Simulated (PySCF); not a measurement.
SMILES COC[Si](C)(C)C, GFN2-xTB optimised geometry.

```
21

C     -0.72    -1.33     3.94
O     -0.36    -0.81     2.69
C     -0.88    -1.55     1.60
Si    -0.27    -0.68     0.00
C      1.63    -0.68     0.00
C     -0.95     1.11     0.00
C     -0.94    -1.64    -1.51
H     -1.81    -1.32     4.06
H     -0.27    -0.69     4.69
H     -0.36    -2.36     4.06
H     -1.98    -1.58     1.66
H     -0.53    -2.59     1.66
H      2.01    -0.24     0.92
H      2.03    -1.68    -0.07
H      2.03    -0.10    -0.83
H     -2.03     1.13    -0.09
H     -0.54     1.68    -0.83
H     -0.68     1.61     0.92
H     -2.03    -1.67    -1.52
H     -0.58    -2.66    -1.52
H     -0.62    -1.17    -2.44
```

Density from CAM-B3LYP/def2-SVP (PySCF) at that geometry.

Minimum of the electron density along straight lines between bonded atoms, close to the bond critical point (lines longer than 1.1 times the sum of covalent radii, or with two minima, are not listed):

| bond | length / Å | ρ at the minimum / e bohr⁻³ | ∇²ρ there / e bohr⁻⁵ | position (fraction from the first atom) |
|---|---|---|---|---|
| C1–O2 | 1.401 | 0.267 | -0.48 | 0.34 |
| O2–C3 | 1.416 | 0.255 | -0.40 | 0.66 |
| C3–Si4 | 1.921 | 0.110 | 0.31 | 0.62 |
| Si4–C5 | 1.906 | 0.111 | 0.31 | 0.38 |
| Si4–C6 | 1.906 | 0.111 | 0.31 | 0.38 |
| Si4–C7 | 1.911 | 0.109 | 0.31 | 0.38 |
| C1–H8 | 1.098 | 0.277 | -1.04 | 0.63 |
| C1–H9 | 1.089 | 0.284 | -1.11 | 0.64 |
| C1–H10 | 1.098 | 0.277 | -1.04 | 0.63 |
| C3–H11 | 1.099 | 0.273 | -0.99 | 0.63 |
| C3–H12 | 1.099 | 0.273 | -0.99 | 0.63 |
| C5–H13 | 1.086 | 0.273 | -1.00 | 0.63 |
| C5–H14 | 1.086 | 0.271 | -0.97 | 0.62 |
| C5–H15 | 1.086 | 0.272 | -0.97 | 0.62 |
| C6–H16 | 1.086 | 0.271 | -0.97 | 0.62 |
| C6–H17 | 1.086 | 0.272 | -0.97 | 0.62 |
| C6–H18 | 1.086 | 0.273 | -0.99 | 0.63 |
| C7–H19 | 1.086 | 0.272 | -0.98 | 0.63 |
| C7–H20 | 1.086 | 0.272 | -0.98 | 0.63 |
| C7–H21 | 1.085 | 0.272 | -0.98 | 0.63 |
